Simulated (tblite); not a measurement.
C5H10F3PSi.
Structure used (GFN2-xTB), in Å, numbered top down from 1:
```xyz
20
C5H10F3PSi angstrom
F     -2.223    2.285   -0.564
C     -0.984    1.874   -0.242
F     -1.035    1.531    1.058
F     -0.188    2.954   -0.317
P     -0.428    0.531   -1.458
C     -1.645   -0.765   -0.872
C     -0.821   -1.878   -0.222
C      0.337   -1.203    0.504
C      0.964   -0.221   -0.487
Si     2.236    0.999    0.269
H     -2.339   -0.317   -0.156
H     -2.228   -1.134   -1.718
H     -0.427   -2.543   -0.994
H     -1.436   -2.469    0.457
H     -0.038   -0.675    1.382
H      1.078   -1.930    0.841
H      1.500   -0.805   -1.250
H      1.668    1.653    1.444
H      3.374    0.171    0.679
H      2.628    1.951   -0.766
```

Method: GFN2-xTB as coded in tblite; computed harmonic values from a numerical Hessian at the method's own geometry, unscaled. The method is semi-empirical: single wavenumbers can be off by several per cent or more. Modes of hydrogen on silicon can be 10 to 20 % off. One conformer, not necessarily the lowest.

Harmonic wavenumbers (cm⁻¹): 62.0, 83.4, 111.4, 145.0, 160.8, 164.4, 214.7, 248.2, 267.8, 326.4, 391.2, 433.8, 474.2, 484.7, 506.7, 531.6, 553.2, 644.1, 664.0, 699.3, 752.4, 777.8, 801.0, 810.2, 827.1, 912.0, 955.6, 986.2, 1024.2, 1029.7, 1040.6, 1081.1, 1083.4, 1100.4, 1122.0, 1159.0, 1205.5, 1241.3, 1257.5, 1311.4, 1327.3, 1446.0, 1483.7, 1497.7, 2257.8, 2298.2, 2310.8, 2874.3, 2952.5, 2970.7, 2980.0, 2985.2, 2995.1, 3001.6.

A = 1155, B = 1007, C = 680.1 MHz; mass 186.024 u (most abundant isotopes); point group C1, symmetry number 1.

Zero-point energy?

Half the sum of the wavenumbers: 30513 cm⁻¹ = 87.24 kcal/mol.

Give the ideal-gas entropy at 200 K and 1 bar in the rigid-rotor, harmonic-oscillator model (classical rotation).

Translation 39.61, rotation 29.20, vibration 21.45: S = 90.3 cal/(mol K).

And Cp and H(200 K) − H(0)?

Cp = 33.67 cal/(mol K), of which vibrations give 25.72 (their classical limit is 54 R = 107.3); H(200 K) − H(0) = 4.07 kcal/mol without the zero-point energy, 2.48 from vibrations.

How do the functions run with temperature in this model?

```
 T (K)  S (cal/(mol K))  Cp (cal/(mol K))  H − H(0) (kcal/mol)  G − H(0) (kcal/mol)  ln q(vib)
    50             60.3              13.3                 0.49                -2.53       0.36
   100             71.9              20.7                 1.35                -5.85       1.56
298.15            106.1              46.2                 7.99               -23.63       7.66
373.15            117.4              54.9                11.79               -32.01      10.05
   500            135.2              66.7                19.55               -48.05      14.07
   750            165.4              82.1                38.33               -85.76      21.63
  1000            190.5              91.6                60.14              -130.34      28.53
```

q(vib) and H(0) count from the zero-point level.

Which modes carry the vibrational entropy at 200 K?

62.0 cm⁻¹: 3.61; 83.4 cm⁻¹: 3.03; 111.4 cm⁻¹: 2.48; 145.0 cm⁻¹: 1.99; 160.8 cm⁻¹: 1.81; 164.4 cm⁻¹: 1.77 cal/(mol K); the other 48 give 6.77 together.

Hindered rotation and anharmonicity are outside this model. Other conformers, if any are populated, would add a mixing term that is left out. The structure is chiral; the term R ln 2 for an equal mix with its mirror image is left out.

The run took 0.97 s of wall time on Arm Neoverse V2, one thread, no GPU, on a shared host. This covers the Hessian and the dipole derivatives.
